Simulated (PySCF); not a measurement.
Sn(OH)3(SH) (H₄O₃SSn), SMILES [Sn]([OH])([SH])([OH])[OH].

Geometry optimised at PBE-D3(BJ)/def2-SVP. The structure was generated by enumeration; whether it is a known compound was not checked. The def2 effective core potentials stand for the cores of Sn; spin–orbit coupling is left out. The values are those of a single conformer.

Computed with TDA-PBE/def2-SVPD (PySCF 2.14.0).

Vertical excitations. 

Computed lowest excited states:
```csv
state,energy (eV),λ (nm),f,main pairs
S1,3.76,330,0.012,HOMO→LUMO 99 %
S2,4.38,283,0.012,"HOMO−1→LUMO 76 %, HOMO−2→LUMO 16 %"
S3,4.47,277,0.009,"HOMO−3→LUMO 56 %, HOMO−2→LUMO 42 %"
S4,4.68,265,0.075,"HOMO−2→LUMO 37 %, HOMO−3→LUMO 36 %, HOMO−1→LUMO 18 %"
S5,5.76,215,0.104,"HOMO−4→LUMO 73 %, HOMO→LUMO+2 14 %"
S6,5.84,212,0.001,HOMO→LUMO+1 85 %
S7,5.93,209,0.060,"HOMO−5→LUMO 70 %, HOMO→LUMO+1 12 %"
S8,5.99,207,0.027,HOMO−6→LUMO 73 %
S9,6.25,198,0.006,"HOMO→LUMO+3 63 %, HOMO→LUMO+2 30 %"
S10,6.40,194,0.014,HOMO−1→LUMO+1 90 %
T1,3.38,367,0,HOMO→LUMO 100 %
T2,3.98,312,0,"HOMO−1→LUMO 80 %, HOMO−2→LUMO 17 %"
T3,4.05,306,0,"HOMO−2→LUMO 80 %, HOMO−1→LUMO 18 %"
T4,4.18,297,0,HOMO−3→LUMO 97 %
```
Triplets are in the Tamm–Dancoff approximation.
